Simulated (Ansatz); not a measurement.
O4Ru, charge +1, doublet, geometry from GFN2-xTB (such geometries of metal compounds can be far from the true shape) (the multiplicity is a formal guess) (all electrons, no relativity); BLYP/3-21G (Ansatz, a quantum-chemistry and plane-wave program).

Input for Ansatz:
Ansatz 0.2 input:
```yaml
crystal:
  periodic: [false, false, false]
  atoms:
    - {symbol: Ru, position_ang: [-0.00000000, -0.00000000, -0.00000000]}
    - {symbol: O, position_ang: [1.11924190, 0.66265835, -0.94331981]}
    - {symbol: O, position_ang: [0.71378559, -0.83337728, 1.17373899]}
    - {symbol: O, position_ang: [-0.92101612, -0.98562640, -0.87289215]}
    - {symbol: O, position_ang: [-0.91201137, 1.15634534, 0.64247297]}
basis:
  gaussian:
    orbitals: 3-21G.json
hamiltonian:
  xc: blyp
total_charge: 1
magnetization: {spin_polarized: true, initial_magnetization: 1}
```
The basis file holds 3-21G in the JSON format of the Basis Set Exchange.

Question: Predict the main parts of the log of this Ansatz run.

Answer: 
```
Functional definition: BLYP
834 factors; their error is unknown
mean field evaluation 1: about -128473.4631 eV, gradient 7.3e1 eV
mean field evaluation 2: about -128239.0707 eV, gradient 2.3e2 eV
mean field evaluation 4: about -128479.5880 eV, gradient 4.9e1 eV
mean field evaluation 8: about -128488.5456 eV, gradient 7.6e0 eV
mean field evaluation 16: about -128488.7609 eV, gradient 1.0e-1 eV
mean field evaluation 32: about -128488.7356 eV, gradient 4.3e-4 eV
mean field evaluation 64: about -128488.7651 eV, gradient 3.7e-1 eV
mean field evaluation 96: about -128488.7356 eV, gradient 4.4e-6 eV
mean field evaluation 128: about -128488.2515 eV, gradient 1.9e-1 eV
mean field evaluation 160: about -128488.7356 eV, gradient 4.6e-2 eV
mean field evaluation 192: about -128488.7357 eV, gradient 8.4e-3 eV
mean field evaluation 224: about -128488.6678 eV, gradient 1.8e0 eV
mean field evaluation 256: about -128488.7359 eV, gradient 1.7e-3 eV
mean field evaluation 288: about -128488.0101 eV, gradient 7.2e0 eV
mean field -128488.73593278 eV, -4721.8739527363 hartree, gradient 2.3e-6 eV, S^2 0.763490; 13 other end points of the search recorded, 0 dependent functions left out
reference -128488.73632999 eV, -4721.8739673336 hartree; 38, 37 occupied and 37, 38 virtual orbitals, 834 factors
Total energy: -128488.73632999 eV, -4721.8739673336 hartree
```
